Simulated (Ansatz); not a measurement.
Consider the substitution at a C–C bond: `CCC(CC)C(C)C` + `[NH2][InH][OH]` → `C[NH][InH][OH]` + `CCC(CC)CC`.

Calculated with Ansatz (gas phase, PBE0-D4/def2-TZVP geometries, no zero-point term in ΔE). CBS: MP2 limit from def2 TZ/QZ plus the TZ coupled-cluster correction, frozen cores. Functionals use def2-TZVPP. B3LYP here is the variant with VWN-RPA as its local correlation; programs differ in this. def2 core potentials past Kr. For In outer-core shells are correlated without core-valence functions, which leaves a few kJ/mol of doubt a bond. Each species was taken in one conformer, which may not be the lowest.

```tsv
level	ΔE (kcal/mol)
PBE0-D4	9.8
B3LYP-D4	9.0
ωB97X-V	10.1
r2SCAN	9.8
HF/def2-TZVPP	6.5
CCSD/def2-TZVPP	10.3
CCSD(T)/def2-TZVPP	10.8
HF/def2-QZVPP	6.5
```

Question: What does CCSD(T)/CBS give? (Best estimate.)

Answer: The calculation gave: +11.0 kcal/mol. The listed levels differ from it by -1.2, -2.0, -0.9, -1.2, -4.5, -0.7, -0.2, -4.5 kcal/mol.

Largest T1 diagnostic among the species: 0.016.

In def2-TZVPP, CCSD(T) changes the Hartree–Fock value by +4.3 kcal/mol (the triples alone add +0.5 kcal/mol) and MP2 by +5.5 kcal/mol. From PBE to PBE0 (25 % exact exchange), in def2-TZVPP and without D4, ΔE moves by +0.8 kcal/mol.
